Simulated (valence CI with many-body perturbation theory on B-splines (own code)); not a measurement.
## E1 line list for Fe²¹⁺

Method: relativistic CI+MBPT: three valence electrons over a frozen Dirac-Fock core [He], a basis of 11 s, 11 p, 10 d, 8 f, 5 g, 2 h functions for each j, with the one-electron correlation potential Σ1, the two-electron term Σ2, the three-electron term Σ3, Breit, model QED; selected CI, second order for the rest, scaled by the run's own slope (own B-spline code, finite nucleus).

No measured levels were compared; by estimate levels of excited configurations hold to 0.05 to 0.15 % of their energy, terms of the ground configuration to about 0.5 %.

Lines 201 to 250 of 584 in falling wavelength, among levels below 1486.6 eV, chosen from the strongest by gf and those to the six lowest levels. Wavelengths and rates use the calculated energies, so an error of 700 cm⁻¹ moves a line at 3.775 nm by 0.026 % and its rate by three times that or more. Electric multipoles are in the length gauge, E1 and E2 with the static RPA response of the core. Weak lines are less certain than strong ones. Lines between different terms over intervals too small for the method are left out, as are lines whose strength nearly cancels. Where a level lies close to another of its J and parity, the split of strength between their lines is uncertain. The highest levels of a list are the least certain.

Names give the largest LS component (configuration and term), which can be under half, so a name can repeat, a term be missing and a line seem to break the LS rules; names also repeat where a configuration has a term twice. Letters in brackets count levels of one name in rising energy.

| λ vac (nm) | Upper | Lower | A (s⁻¹) | S (a.u.) with core polarisation | S without |
| --- | --- | --- | --- | --- | --- |
| 3.775 | 2s2p4f ²D_3/2 [b] | 2s2p3d ²P°_1/2 [b] | 1.96e+12 | 2.08e-01 | 2.08e-01 |
| 3.773 | 2p²4s ⁴P_1/2 | 2p²3p ⁴D°_3/2 | 2.88e+11 | 1.53e-02 | 1.52e-02 |
| 3.772 | 2s2p4s ²P°_1/2 [b] | 2s2p3p ²P_3/2 [b] | 2.84e+11 | 1.50e-02 | 1.50e-02 |
| 3.772 | 2s2p4s ⁴P°_5/2 | 2s2p3p ⁴P_5/2 | 1.96e+11 | 3.12e-02 | 3.12e-02 |
| 3.771 | 2s2p4f ⁴D_5/2 | 2s2p3d ²F°_5/2 [a] | 6.41e+11 | 1.02e-01 | 1.02e-01 |
| 3.770 | 2s2p4p ²D_5/2 [a] | 2s2p3d ²D°_3/2 [a] | 1.11e+11 | 1.77e-02 | 1.77e-02 |
| 3.766 | 2s2p4f ²F_5/2 | 2s2p3d ²D°_5/2 [b] | 1.23e+11 | 1.94e-02 | 1.94e-02 |
| 3.765 | 2s2p4f ⁴G_5/2 | 2s2p3d ⁴P°_5/2 | 9.65e+10 | 1.52e-02 | 1.53e-02 |
| 3.763 | 2s2p4f ²F_7/2 [b] | 2s2p3d ²D°_5/2 [b] | 2.81e+12 | 5.91e-01 | 5.91e-01 |
| 3.762 | 2s2p4f ⁴F_7/2 [a] | 2s2p3d ⁴P°_5/2 | 1.54e+12 | 3.23e-01 | 3.23e-01 |
| 3.756 | 2s²4s ²S_1/2 | 2s²3p ²P°_3/2 | 4.29e+11 | 2.24e-02 | 2.24e-02 |
| 3.755 | 2s2p4s ⁴P°_3/2 | 2s2p3p ⁴D_5/2 | 2.89e+11 | 3.02e-02 | 3.01e-02 |
| 3.755 | 2s2p4f ²G_7/2 [b] | 2s2p3d ²D°_5/2 [b] | 1.03e+11 | 2.16e-02 | 2.16e-02 |
| 3.755 | 2s2p4s ²P°_3/2 [b] | 2s2p3p ²D_5/2 [b] | 3.04e+11 | 3.18e-02 | 3.18e-02 |
| 3.748 | 2s2p4f ²F_5/2 | 2s2p3d ²D°_3/2 [b] | 2.66e+12 | 4.15e-01 | 4.15e-01 |
| 3.747 | 2s2p4f ⁴F_3/2 | 2s2p3s ²P°_1/2 [b] | 3.79e+11 | 3.93e-02 | 3.93e-02 |
| 3.743 | 2s2p4f ²D_5/2 [b] | 2s2p3d ²D°_5/2 [b] | 4.78e+11 | 7.43e-02 | 7.43e-02 |
| 3.742 | 2s2p4f ⁴F_3/2 | 2s2p3d ⁴D°_1/2 | 1.83e+12 | 1.90e-01 | 1.90e-01 |
| 3.740 | 2s2p4f ²D_5/2 [a] | 2s2p3s ²P°_3/2 [b] | 1.88e+11 | 2.91e-02 | 2.91e-02 |
| 3.739 | 2s2p4f ⁴F_5/2 [b] | 2s2p3d ⁴P°_3/2 | 1.26e+12 | 1.95e-01 | 1.95e-01 |
| 3.738 | 2s2p4f ⁴D_3/2 | 2s2p3d ⁴P°_1/2 | 9.66e+11 | 9.96e-02 | 9.97e-02 |
| 3.738 | 2s2p4f ⁴F_3/2 | 2s2p3d ⁴D°_3/2 | 6.95e+11 | 7.17e-02 | 7.17e-02 |
| 3.738 | 2s2p4f ²D_3/2 [b] | 2p²3p ⁴D°_1/2 | 3.32e+11 | 3.42e-02 | 3.42e-02 |
| 3.737 | 2s²4f ²F°_5/2 | 2s²3d ²D_5/2 | 2.24e+11 | 3.46e-02 | 3.47e-02 |
| 3.737 | 2s2p4s ⁴P°_5/2 | 2s2p3p ⁴D_7/2 | 2.70e+11 | 4.18e-02 | 4.18e-02 |
| 3.735 | 2s2p4f ⁴F_5/2 [a] | 2s2p3d ⁴D°_3/2 | 2.32e+12 | 3.58e-01 | 3.59e-01 |
| 3.735 | 2s²4f ²F°_7/2 | 2s²3d ²D_5/2 | 3.36e+12 | 6.92e-01 | 6.92e-01 |
| 3.734 | 2s2p4f ⁴D_1/2 | 2s2p3d ⁴P°_1/2 | 2.61e+12 | 1.34e-01 | 1.34e-01 |
| 3.734 | 2s2p4f ⁴F_7/2 [b] | 2s2p3d ⁴D°_5/2 | 1.68e+12 | 3.45e-01 | 3.45e-01 |
| 3.733 | 2s2p4f ⁴D_3/2 | 2s2p3d ⁴P°_3/2 | 1.74e+12 | 1.79e-01 | 1.79e-01 |
| 3.732 | 2s2p4f ²F_5/2 | 2s2p3d ²F°_5/2 [b] | 4.29e+11 | 6.61e-02 | 6.61e-02 |
| 3.730 | 2s2p4f ⁴F_5/2 [b] | 2s2p3d ⁴D°_5/2 | 1.15e+12 | 1.77e-01 | 1.77e-01 |
| 3.730 | 2s2p4f ⁴D_5/2 | 2s2p3d ⁴P°_3/2 | 3.24e+11 | 4.98e-02 | 4.98e-02 |
| 3.729 | 2s2p4f ⁴D_1/2 | 2s2p3d ⁴P°_3/2 | 7.36e+11 | 3.77e-02 | 3.77e-02 |
| 3.728 | 2s2p4f ²F_7/2 [a] | 2s2p3d ⁴D°_5/2 | 2.79e+11 | 5.71e-02 | 5.72e-02 |
| 3.727 | 2s2p4s ²P°_3/2 [b] | 2s2p3p ²D_3/2 [b] | 1.46e+11 | 1.49e-02 | 1.49e-02 |
| 3.727 | 2s2p4f ²D_3/2 [b] | 2s2p3d ²D°_3/2 [b] | 4.68e+11 | 4.79e-02 | 4.79e-02 |
| 3.727 | 2s2p4f ²F_7/2 [b] | 2s2p3d ²F°_7/2 [b] | 3.77e+11 | 7.71e-02 | 7.72e-02 |
| 3.725 | 2s2p4f ⁴D_3/2 | 2s2p3d ⁴D°_5/2 | 3.41e+11 | 3.48e-02 | 3.48e-02 |
| 3.724 | 2s²4f ²F°_5/2 | 2s²3d ²D_3/2 | 3.15e+12 | 4.81e-01 | 4.82e-01 |
| 3.723 | 2s2p4f ⁴G_7/2 | 2s2p3d ⁴P°_5/2 | 8.05e+11 | 1.64e-01 | 1.64e-01 |
| 3.722 | 2s2p4f ⁴F_5/2 [a] | 2s2p3d ⁴P°_5/2 | 3.40e+11 | 5.19e-02 | 5.20e-02 |
| 3.721 | 2s2p4f ²G_7/2 [b] | 2s2p3d ²F°_5/2 [b] | 2.88e+12 | 5.86e-01 | 5.86e-01 |
| 3.721 | 2s2p4f ⁴D_5/2 | 2s2p3d ⁴D°_5/2 | 2.71e+11 | 4.13e-02 | 4.13e-02 |
| 3.719 | 2s2p4f ⁴F_7/2 [b] | 2s2p3d ⁴D°_7/2 | 8.43e+11 | 1.71e-01 | 1.71e-01 |
| 3.719 | 2s2p4f ²G_7/2 [b] | 2s2p3d ²F°_7/2 [b] | 9.66e+10 | 1.96e-02 | 1.96e-02 |
| 3.718 | 2s2p4f ⁴F_9/2 | 2s2p3d ⁴D°_7/2 | 2.49e+12 | 6.33e-01 | 6.33e-01 |
| 3.716 | 2s2p4f ²G_9/2 [b] | 2s2p3d ²F°_7/2 [b] | 3.14e+12 | 7.96e-01 | 7.96e-01 |
| 3.716 | 2s2p4f ⁴F_5/2 [b] | 2s2p3d ⁴D°_7/2 | 1.41e+11 | 2.15e-02 | 2.15e-02 |
| 3.713 | 2s2p4f ²G_7/2 [a] | 2s2p3d ⁴P°_5/2 | 7.34e+11 | 1.48e-01 | 1.48e-01 |
